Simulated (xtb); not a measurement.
CHO₂, doublet, from a rough starting geometry; xtb with GFN2-xTB.

The xtb input:
```
$ xtb mol.xyz --gfn 2 --uhf 1 --opt vtight --json

# file mol.xyz
4

O      1.31794770    -0.63400052     0.02123102
C      0.55067003     0.25500351     0.21429167
O     -0.64022232     0.53953085     0.08403935
H     -1.16430820    -0.13866430    -0.32431810
```

It wrote (shortened):

```
   ID    Z sym.   atoms
    1    8 O      1, 3
    2    6 C      2
    3    1 H      4

           -------------------------------------------------
          |                Calculation Setup                |
           -------------------------------------------------

           -------------------------------------------------
          |                 G F N 2 - x T B                 |
           -------------------------------------------------

          ...................................................
          :                      SETUP                      :
          :.................................................:
          :  # basis functions                  13          :
          :  # atomic orbitals                  13          :
          :  # shells                            7          :
          :  # electrons                        17          :
          :  max. iterations                   250          :
          :  Hamiltonian                  GFN2-xTB          :
          :  restarted?                      false          :
          :  GBSA solvation                  false          :
          :  PC potential                    false          :
          :  electronic temp.          300.0000000     K    :
          :  accuracy                    1.0000000          :
          :  -> integral cutoff          0.2500000E+02      :
          :  -> integral neglect         0.1000000E-07      :
          :  -> SCF convergence          0.1000000E-05 Eh   :
          :  -> wf. convergence          0.1000000E-03 e    :
          :  Broyden damping             0.4000000          :
          :  net charge                          0          :
          :  unpaired electrons                  1          :
          ...................................................

 iter      E             dE          RMSdq      gap      omega  full diag
   1    -10.7691667 -0.107692E+02  0.548E+00    2.48       0.0  T
   2    -10.7790329 -0.986619E-02  0.309E+00    2.35       1.0  T
   3    -10.7788424  0.190511E-03  0.136E+00    2.37       1.0  T
   4    -10.7800786 -0.123625E-02  0.250E-01    2.33       1.0  T
   5    -10.7801877 -0.109093E-03  0.953E-02    2.34       1.0  T
   6    -10.7801912 -0.355018E-05  0.197E-02    2.33       2.5  T
   7    -10.7801913 -0.713800E-07  0.711E-03    2.33       7.0  T
   8    -10.7801914 -0.131854E-06  0.155E-03    2.33      32.2  T
   9    -10.7801914  0.131363E-09  0.884E-04    2.33      56.6  T
[...]
         :: total energy             -10.688352410345 Eh    ::
 * total energy  :   -10.6883524 Eh     change       -0.4614975E-11 Eh
 * total energy  :   -10.6933234 Eh     change       -0.4970958E-02 Eh
 * total energy  :   -10.6942891 Eh     change       -0.9656897E-03 Eh
 * total energy  :   -10.6945280 Eh     change       -0.2389781E-03 Eh
 * total energy  :   -10.6946097 Eh     change       -0.8162548E-04 Eh
 * total energy  :   -10.6946359 Eh     change       -0.2620568E-04 Eh
 * total energy  :   -10.6946410 Eh     change       -0.5168769E-05 Eh
 * total energy  :   -10.6946428 Eh     change       -0.1758089E-05 Eh
 * total energy  :   -10.6946434 Eh     change       -0.6209773E-06 Eh
 * total energy  :   -10.6946434 Eh     change       -0.2956838E-08 Eh
   *** GEOMETRY OPTIMIZATION CONVERGED AFTER 10 ITERATIONS ***
         :: total energy             -10.694643418470 Eh    ::
[...]
        11                          0.0584075               1.5893
        12                          0.2704413               7.3591
        13                          0.6856949              18.6587
      -------------------------------------------------------------
                  HL-Gap            0.0942831 Eh            2.5656 eV
             Fermi-level           -0.3537522 Eh           -9.6261 eV

     #   Z          covCN         q      C6AA      α(0)
     1   8 O        0.856    -0.297    19.733     5.956
     2   6 C        1.711     0.276    25.033     8.100
     3   8 O        1.657    -0.303    19.061     5.894
     4   1 H        0.802     0.324     0.654     1.270

 Mol. C6AA /au·bohr⁶  :        211.990483
 Mol. C8AA /au·bohr⁸  :       4760.680250
 Mol. α(0) /au        :         21.219693

Wiberg/Mayer (AO) data.
largest (>0.10) Wiberg bond orders for each atom

 ---------------------------------------------------------------------------
     #   Z sym  total        # sym  WBO       # sym  WBO       # sym  WBO
 ---------------------------------------------------------------------------
     1   8 O    2.224 --     2 C    2.029     3 O    0.175
     2   6 C    3.362 --     1 O    2.029     3 O    1.290
     3   8 O    2.294 --     2 C    1.290     4 H    0.829     1 O    0.175
     4   1 H    0.891 --     3 O    0.829
 ---------------------------------------------------------------------------

Topologies differ in total number of bonds
Writing topology from bond orders to xtbtopo.mol

molecular dipole:
                 x           y           z       tot (Debye)
 q only:       -0.770       0.104      -0.126
   full:       -0.974      -0.062      -0.240       2.556
molecular quadrupole (traceless):
                xx          xy          yy          xz          yz          zz
 q only:       -0.010       2.518      -0.626       0.987       0.141       0.636
  q+dip:       -0.647       3.431      -0.662       1.080       0.040       1.310
   full:       -0.848       3.733      -0.918       1.033      -0.245       1.766

optimized geometry written to: xtbopt.xyz

           -------------------------------------------------
          | TOTAL ENERGY              -10.694643418470 Eh   |
          | GRADIENT NORM               0.000013720581 Eh/α |
          | HOMO-LUMO GAP               2.565574879856 eV   |
           -------------------------------------------------

normal termination of xtb
```
